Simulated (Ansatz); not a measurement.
System: H$_{3}$SiSO, charge 0, doublet. H3SiSO (SMILES [SiH](O)S, doublet).
B3LYP-D3(BJ)/def2-TZVP minimum from Ansatz (a first-principles code):
```xyz
6

Si    -0.5705    -0.3252    -0.5386
O     -1.2481    -1.0505     0.7782
S      1.2176     0.7057     0.1074
H     -1.4871     0.6951    -1.1402
H     -1.1923    -0.6212     1.6380
H      1.1699     1.5927    -0.9019
```
Charge 0, spin multiplicity 2.

Quantity: atomisation energy (electronic, to ground-state atoms), in kJ/mol. Radicals and triplets start from unrestricted determinants; spin-orbit coupling is neglected. CBS(X,Y): correlation extrapolated as X^-3, Hartree-Fock from the larger set. A bracket is a step between two methods taken in the basis named. Functionals run without relativity, which enters their misses. Double hybrids freeze cores in their MP2 part. 'core' is core correlation in cc-pwCVTZ (1s frozen past Ne), 'X2C' scalar relativity in cc-pVTZ-DK, both at CCSD(T). For partners of very few electrons the exact lower level stands in for a higher one.

CCSD(T)/CBS(cc-pV(T+d)Z,cc-pV(Q+d)Z) + [CCSDT(Q) - CCSD(T)]/cc-pV(D+d)Z + core + X2C (Ansatz) gives 1887.6 kJ/mol.

Task: How far off this value is PBE/def2-TZVPD (Ansatz), in which direction, and which of these levels come nearer: r2SCAN/def2-TZVPD, wB97M-V/def2-TZVPD, B2PLYP/def2-TZVPD, CCSD(T)/CBS(cc-pV(T+d)Z,cc-pV(Q+d)Z) + core + X2C?

Result: PBE gives 1892.4 kJ/mol, 4.8 kJ/mol above it. Differences of the others: r2SCAN/def2-TZVPD (Ansatz) 4.7; wB97M-V/def2-TZVPD (Ansatz) -6.8; B2PLYP/def2-TZVPD (Ansatz) -46.5; CCSD(T)/CBS(cc-pV(T+d)Z,cc-pV(Q+d)Z) + core + X2C (Ansatz) -2.9 kJ/mol. Nearer than PBE: r2SCAN/def2-TZVPD, CCSD(T)/CBS(cc-pV(T+d)Z,cc-pV(Q+d)Z) + core + X2C.
